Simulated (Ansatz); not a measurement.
Geometry optimisation, Ansatz 0.2.0, RKS BHLYP-D4/cc-pVDZ.

Input:

```yaml
crystal:
  periodic: [false, false, false]
  atoms:
    - { symbol: Si, position_ang: [-0.3878, 0.195, 1.4674] }
    - { symbol: "N", position_ang: [0.2746, -0.5803, -0.392] }
    - { symbol: C, position_ang: [-0.1411, 0.1067, -1.5888] }
    - { symbol: H, position_ang: [-1.823, -0.053, 1.1885] }
    - { symbol: H, position_ang: [-0.2827, 1.6424, 1.4792] }
    - { symbol: H, position_ang: [-0.055, -0.7596, 2.508] }
    - { symbol: H, position_ang: [1.3916, -0.1832, 0.2224] }
    - { symbol: F, position_ang: [1.6053, 0.3196, 1.2984] }
    - { symbol: H, position_ang: [0.1652, -1.5803, -0.4697] }
    - { symbol: H, position_ang: [0.0369, 1.1734, -1.4592] }
    - { symbol: H, position_ang: [-1.209, -0.0429, -1.7918] }
    - { symbol: H, position_ang: [0.4249, -0.2378, -2.4623] }
basis:
  gaussian: { orbitals: cc-pVDZ }
hamiltonian:
  xc: { name: BHLYP }
  dispersion: d4
relax:
  f_tol: 0.15
  max_steps: 25
  restrain:
    - { distance: [0, 7], at: 1.68, k: 30.0 }
    - { distance: [6, 1], at: 1.02, k: 30.0 }
    - { distance: [0, 1], at: 3.12, k: 30.0 }
    - { distance: [6, 7], at: 2.18, k: 30.0 }
```

Launched with:

```bash
$ ansatz run input.yaml --threads 2 --pin off --max-ram 3072MiB --backend cpu --events-out ev --progress --plain --runs-dir out
```

**Question.** Where does it end, and by what steps?

**Answer.** It converged. The restraints hold the end off the free minimum. After 13 steps the energy has fallen by 1.773 eV (the restraints' own energy left out); H5 moved furthest, 1.60 Å. Parted: Si1–N2. Joined: N2–H7.

| step | energy less start (eV) | largest force component (eV/Å) | accepted |
| --- | --- | --- | --- |
| 0 | 0.0000 | 2.715 | yes |
| 1 | 0.4633 | 4.709 | yes |
| 2 | 0.5984 | 3.156 | yes |
| 3 | 0.4128 | 2.347 | yes |
| 4 | -0.3584 | 1.470 | yes |
| 5 | -0.9142 | 1.070 | yes |
| 6 | -1.1637 | 2.594 | yes |
| 7 | -1.4533 | 0.954 | yes |
| 8 | -1.5734 | 1.106 | yes |
| 9 | -1.6540 | 0.460 | yes |
| 10 | -1.6982 | 0.558 | yes |
| 11 | -1.7252 | 0.513 | yes |
| 12 | -1.7480 | 0.620 | yes |
| 13 | -1.7734 | 0.438 | yes |

```xyz
12
Properties=species:S:1:pos:R:3
Si -0.330 0.640 1.965
N 0.314 -0.962 -0.628
C -0.053 -0.130 -1.761
H -1.517 0.800 1.100
H -0.365 1.627 3.072
H -0.181 -0.729 2.500
H 1.220 -0.660 -0.288
F 1.037 1.020 1.096
H 0.399 -1.930 -0.906
H -0.120 0.904 -1.413
H -1.045 -0.422 -2.122
H 0.641 -0.157 -2.615
```

Time of the run: 15 s on 2 threads of AMD EPYC 9R45 96-Core Processor (Zen 5) (shared host), peak memory 0.23 GiB.
